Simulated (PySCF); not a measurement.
Fractional electron number in Cd+ (cadmium, charge +1)

The 5s alpha orbital of [Kr] 4d10 5s1 is emptied in steps (occupation f), with all orbitals relaxed, ending at [Kr] 4d10. All numbers are calculated (PySCF 2.14, a scalar-relativistic core potential, in def2-TZVP with the def2 core potential (28 electrons)). The exact energy is a straight line in f; departures are measured from the line between the end points of the same method.

```json
{"f": "1", "UHF (eV)": "0.000", "LDA (eV)": "0.000", "PBE (eV)": "0.000", "PBE0 (eV)": "0.000", "r2SCAN (eV)": "0.000", "LC-wPBE (eV)": "0.000", "BHandHLYP (eV)": "0.000", "wB97X (eV)": "0.000", "BLYP (eV)": "0.000", "TPSS (eV)": "0.000"}
{"f": "0.9", "UHF (eV)": "0.013", "LDA (eV)": "-0.353", "PBE (eV)": "-0.350", "PBE0 (eV)": "-0.254", "r2SCAN (eV)": "-0.309", "LC-wPBE (eV)": "-0.022", "BHandHLYP (eV)": "-0.176", "wB97X (eV)": "-0.046", "BLYP (eV)": "-0.361", "TPSS (eV)": "-0.333"}
{"f": "0.7", "UHF (eV)": "0.029", "LDA (eV)": "-0.824", "PBE (eV)": "-0.820", "PBE0 (eV)": "-0.595", "r2SCAN (eV)": "-0.725", "LC-wPBE (eV)": "-0.051", "BHandHLYP (eV)": "-0.412", "wB97X (eV)": "-0.102", "BLYP (eV)": "-0.845", "TPSS (eV)": "-0.781"}
{"f": "0.5", "UHF (eV)": "0.034", "LDA (eV)": "-0.980", "PBE (eV)": "-0.981", "PBE0 (eV)": "-0.711", "r2SCAN (eV)": "-0.862", "LC-wPBE (eV)": "-0.061", "BHandHLYP (eV)": "-0.493", "wB97X (eV)": "-0.112", "BLYP (eV)": "-1.010", "TPSS (eV)": "-0.936"}
{"f": "0.3", "UHF (eV)": "0.028", "LDA (eV)": "-0.822", "PBE (eV)": "-0.827", "PBE0 (eV)": "-0.598", "r2SCAN (eV)": "-0.721", "LC-wPBE (eV)": "-0.054", "BHandHLYP (eV)": "-0.417", "wB97X (eV)": "-0.085", "BLYP (eV)": "-0.851", "TPSS (eV)": "-0.794"}
{"f": "0.1", "UHF (eV)": "0.012", "LDA (eV)": "-0.351", "PBE (eV)": "-0.356", "PBE0 (eV)": "-0.257", "r2SCAN (eV)": "-0.308", "LC-wPBE (eV)": "-0.025", "BHandHLYP (eV)": "-0.180", "wB97X (eV)": "-0.034", "BLYP (eV)": "-0.366", "TPSS (eV)": "-0.344"}
{"f": "0", "UHF (eV)": "0.000", "LDA (eV)": "0.000", "PBE (eV)": "0.000", "PBE0 (eV)": "0.000", "r2SCAN (eV)": "0.000", "LC-wPBE (eV)": "0.000", "BHandHLYP (eV)": "0.000", "wB97X (eV)": "0.000", "BLYP (eV)": "0.000", "TPSS (eV)": "0.000"}
```

```json
{"method": "UHF", "E(f=0) − E(f=1) (eV)": "15.586", "−ε at f=1 (eV)": "15.727", "−ε at f=0.5 (eV)": "15.584"}
{"method": "LDA", "E(f=0) − E(f=1) (eV)": "17.836", "−ε at f=1 (eV)": "13.917", "−ε at f=0.5 (eV)": "17.842"}
{"method": "PBE", "E(f=0) − E(f=1) (eV)": "17.446", "−ε at f=1 (eV)": "13.565", "−ε at f=0.5 (eV)": "17.425"}
{"method": "PBE0", "E(f=0) − E(f=1) (eV)": "17.094", "−ε at f=1 (eV)": "14.269", "−ε at f=0.5 (eV)": "17.084"}
{"method": "r2SCAN", "E(f=0) − E(f=1) (eV)": "17.252", "−ε at f=1 (eV)": "13.828", "−ε at f=0.5 (eV)": "17.277"}
{"method": "LC-wPBE", "E(f=0) − E(f=1) (eV)": "16.860", "−ε at f=1 (eV)": "16.613", "−ε at f=0.5 (eV)": "16.849"}
{"method": "BHandHLYP", "E(f=0) − E(f=1) (eV)": "16.901", "−ε at f=1 (eV)": "14.948", "−ε at f=0.5 (eV)": "16.887"}
{"method": "wB97X", "E(f=0) − E(f=1) (eV)": "16.718", "−ε at f=1 (eV)": "16.194", "−ε at f=0.5 (eV)": "16.769"}
{"method": "BLYP", "E(f=0) − E(f=1) (eV)": "17.554", "−ε at f=1 (eV)": "13.553", "−ε at f=0.5 (eV)": "17.537"}
{"method": "TPSS", "E(f=0) − E(f=1) (eV)": "17.136", "−ε at f=1 (eV)": "13.440", "−ε at f=0.5 (eV)": "17.100"}
```

Orbital energy along the path (eV):

```tsv
f	UHF	LDA	PBE	PBE0	r2SCAN	LC-wPBE	BHandHLYP	wB97X	BLYP	TPSS
1	-15.727	-13.917	-13.565	-14.269	-13.828	-16.613	-14.948	-16.194	-13.553	-13.440
0.9	-15.697	-14.697	-14.327	-14.829	-14.498	-16.666	-15.333	-16.319	-14.340	-14.168
0.7	-15.639	-16.266	-15.866	-15.952	-15.858	-16.762	-16.106	-16.559	-15.929	-15.627
0.5	-15.584	-17.842	-17.425	-17.084	-17.277	-16.849	-16.887	-16.769	-17.537	-17.100
0.3	-15.531	-19.413	-19.005	-18.227	-18.633	-16.946	-17.679	-16.921	-19.160	-18.606
0.1	-15.480	-20.965	-20.604	-19.377	-20.000	-17.071	-18.494	-17.026	-20.801	-20.175
0	-15.455	-21.724	-21.396	-19.940	-20.667	-17.141	-18.919	-17.088	-21.631	-20.976
```

Reference removal energy between the ground levels: 16.908 eV (measured; NIST Atomic Spectra Database, ionization energies). UHF lacks correlation.
